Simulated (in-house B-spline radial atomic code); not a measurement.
A run on an ion of nuclear charge 69 with 69.4 electrons that did not converge. Method: scalar-relativistic (X2C) RPBE, spin-polarised, spherical fractional occupations, Fermi nucleus of rms radius 5.2256 fm; computed with an all-electron radial atomic-structure program (B-spline basis).

Command:
```bash
python run_scf.py task.json out
```
Settings (nuclear radius in fm, mass in u):
```
Z                69
configuration    [Xe] 4f13.4 6s2
hamiltonian      x2c
method           rpbe,pbe
spin_polarised   True
nucleus          fermi
rms_radius       5.2256
atomic_mass      168.93422
speed_of_light   137.035999084
```

First and last ten iterations of the last attempt (damped for 15 steps, keeping 80 % of the old Fock matrix, then DIIS):
```
 iter        energy (Eh)    residual
    1      -13566.409939    5.14e-01
    2      -13459.983144    9.93e-01
    3      -13560.032549    4.89e-01
    4      -13565.929018    2.03e-01
    5      -13567.500594    6.93e-02
    6      -13567.763741    3.97e-02
    7      -13567.815761    2.79e-02
    8      -13567.840685    2.08e-02
    9      -13567.855079    1.57e-02
   10      -13567.863403    1.17e-02
  111      -13469.319387    8.71e-01
  112      -13469.375657    8.71e-01
  113      -13469.502344    8.70e-01
  114      -13567.667935    5.60e-02
  115      -13567.640332    5.99e-02
  116      -13469.327824    8.71e-01
  117      -13469.366202    8.71e-01
  118      -13469.337667    8.71e-01
  119      -13469.318953    8.71e-01
  120      -13469.315449    8.71e-01
 not converged after 120 iterations
```

The smallest residual met was 7.2e-03; the threshold is about 7e-07. No energy from this run should be used. The likely cause: this method binds the added charge weakly or not at all at the basis-set limit, so charge moves back and forth between the atom and the box. Run time, properties included: 2.1 s on 1 thread of Intel(R) Xeon(R) 6975P-C (shared host).
